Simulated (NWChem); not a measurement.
C3H5Br; SMILES BrC(C)=C

All runs: NWChem. Geometry: optimised at PBE0/def2-SVP.

**Question.** Taking B3LYP/pcseg-2 as the yardstick, which of these has the fewest basis functions while keeping “highest occupied level (eV)” within 0.05 eV of it: B3LYP/pcseg-1; B3LYP/def2-SVP; B3LYP/aug-pcseg-1; B3LYP/STO-3G?

**Answer.** B3LYP/aug-pcseg-1.
```tsv
level	basis functions	highest occupied level (eV)	relative time (rough)
B3LYP/STO-3G	38	-4.53	1
B3LYP/pcseg-1	94	-6.95	4
B3LYP/def2-SVP	99	-6.83	3
B3LYP/aug-pcseg-1	150	-7.04	10
B3LYP/pcseg-2	203	-7.01	10
```

The yardstick is one finite set, not the basis-set limit.
